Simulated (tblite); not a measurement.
C4H11PSi.
Atom-mapped SMILES: `[CH3:1][CH2:2][C@@H:3]1[CH2:4][P:5]1[SiH3:6]` (hydrogens: H7, H8, H9 on C1; H10, H11 on C2; H12 on C3; H13, H14 on C4; H15, H16, H17 on Si6)

Computed with GFN2-xTB (tblite), gas phase: L-BFGS steps from a force-field or distance-geometry start until the largest atomic force falls under 0.01 eV/Å.

Step 116: E = -500.6270 eV
```
atom  x, y, z in Å  |  force x, y, z in eV/Å
C1     -1.6433    1.1118   -0.7082    0.003   0.006  -0.009
C2     -1.1599    0.2035    0.4164    0.009   0.032   0.017
C3     -0.5548   -1.0706   -0.1167    0.019   0.057  -0.031
C4      0.4572   -1.8374    0.6755   -0.036  -0.008   0.009
P5      1.1298   -1.1274   -0.8973    0.048   0.002   0.055
Si6     2.1872    0.7079   -0.1429   -0.022  -0.017  -0.012
H7     -2.0250    2.0480   -0.3076   -0.046  -0.026  -0.004
H8     -2.4278    0.6260   -1.2845   -0.023   0.011   0.027
H9     -0.8210    1.3387   -1.3847    0.015  -0.018   0.010
H10    -0.4197    0.7370    1.0163   -0.006   0.008   0.026
H11    -1.9979   -0.0564    1.0737    0.006   0.021  -0.048
H12    -1.2742   -1.6812   -0.6607    0.024  -0.002   0.009
H13     0.3590   -2.9147    0.7048   -0.001  -0.035   0.004
H14     0.7866   -1.4136    1.6160    0.030   0.015  -0.037
H15     2.0798    0.9775    1.2978   -0.011  -0.038  -0.014
H16     1.7202    1.8978   -0.8591    0.001  -0.014   0.011
H17     3.5970    0.4653   -0.4487   -0.008   0.005  -0.013
```

Step 117: E = -500.6281 eV
```
atom  x, y, z in Å  |  force x, y, z in eV/Å
C1     -1.6446    1.1106   -0.7158   -0.001   0.010  -0.021
C2     -1.1568    0.2069    0.4102    0.021   0.012  -0.011
C3     -0.5543   -1.0702   -0.1178    0.034   0.033  -0.031
C4      0.4537   -1.8365    0.6799   -0.029  -0.017   0.013
P5      1.1345   -1.1309   -0.8908    0.029  -0.002   0.039
Si6     2.1877    0.7068   -0.1374    0.005  -0.013   0.019
H7     -2.0175    2.0508   -0.3161   -0.058  -0.024  -0.007
H8     -2.4366    0.6239   -1.2811   -0.019   0.025   0.025
H9     -0.8290    1.3322   -1.4023    0.019  -0.032   0.018
H10    -0.4133    0.7406    1.0046   -0.001   0.024   0.044
H11    -1.9934   -0.0507    1.0686   -0.011   0.025  -0.016
H12    -1.2740   -1.6848   -0.6572    0.029   0.017  -0.007
H13     0.3547   -2.9140    0.7087   -0.003  -0.029   0.008
H14     0.7811   -1.4133    1.6210    0.030   0.021  -0.028
H15     2.1114    0.9539    1.3106   -0.016  -0.047  -0.031
H16     1.6962    1.9072   -0.8181   -0.001  -0.014  -0.001
H17     3.5935    0.4797   -0.4769   -0.030   0.011  -0.013
```

Step 118: E = -500.6289 eV
```
atom  x, y, z in Å  |  force x, y, z in eV/Å
C1     -1.6521    1.1103   -0.7205   -0.003  -0.011  -0.013
C2     -1.1541    0.2125    0.4051    0.029  -0.015  -0.036
C3     -0.5515   -1.0657   -0.1198    0.046  -0.008  -0.022
C4      0.4516   -1.8345    0.6820   -0.009  -0.024   0.014
P5      1.1404   -1.1336   -0.8863   -0.001  -0.012   0.001
Si6     2.1924    0.7027   -0.1342    0.004  -0.048   0.052
H7     -2.0315    2.0454   -0.3188   -0.072   0.021   0.005
H8     -2.4434    0.6159   -1.2794   -0.023   0.020   0.008
H9     -0.8433    1.3395   -1.4111    0.043  -0.035   0.002
H10    -0.4097    0.7488    0.9952    0.002   0.035   0.052
H11    -1.9884   -0.0468    1.0639   -0.027   0.025   0.024
H12    -1.2716   -1.6851   -0.6536    0.032   0.042  -0.028
H13     0.3499   -2.9122    0.7102   -0.006  -0.016   0.012
H14     0.7832   -1.4125    1.6214    0.021   0.027  -0.005
H15     2.1315    0.9392    1.3143   -0.024  -0.046   0.011
H16     1.6965    1.9084   -0.7929   -0.033   0.043  -0.047
H17     3.5931    0.4798   -0.4855    0.020   0.004  -0.032
```

**Question.** Estimate the geometry and energy of step 119. (The exact step hangs on the optimiser's Hessian estimate; all steps are aligned on step 118, rigid shifts and turns removed.)

**Answer.** E = -500.6284 eV, largest force 0.167 eV/Å
```
atom  x, y, z in Å  |  force x, y, z in eV/Å
C1     -1.6458    1.1084   -0.7356   -0.017   0.011  -0.019
C2     -1.1483    0.2183    0.3961    0.026  -0.033  -0.054
C3     -0.5511   -1.0662   -0.1194    0.049  -0.042   0.010
C4      0.4435   -1.8370    0.6916    0.019  -0.020   0.013
P5      1.1465   -1.1407   -0.8711   -0.015  -0.023  -0.060
Si6     2.1849    0.7032   -0.1240    0.119   0.078   0.088
H7     -2.0138    2.0516   -0.3390   -0.054  -0.008  -0.021
H8     -2.4489    0.6140   -1.2792    0.008   0.042   0.002
H9     -0.8400    1.3221   -1.4364    0.003  -0.042   0.023
H10    -0.4006    0.7557    0.9808    0.003   0.037   0.060
H11    -1.9842   -0.0321    1.0549   -0.034   0.021   0.056
H12    -1.2715   -1.6905   -0.6475    0.035   0.072  -0.048
H13     0.3406   -2.9149    0.7173   -0.013  -0.003   0.022
H14     0.7779   -1.4161    1.6300    0.003   0.031   0.021
H15     2.1895    0.8947    1.3408   -0.028  -0.063  -0.128
H16     1.6359    1.9304   -0.7185    0.032  -0.100   0.020
H17     3.5784    0.5110   -0.5509   -0.134   0.041   0.014
```

The energy changes by +0.0005 eV. The first-order estimate −F·Δx gives -0.0024 eV and the mean of the old and new forces, exact on a quadratic surface, +0.0010 eV. The step makes an angle of 86° with the force vector and moves no atom by more than 0.098 Å.

The cost below is that of the whole relaxation. Hardware: one thread of an Arm Neoverse V1, no GPU, on a shared host. Cost: 0.95 s.
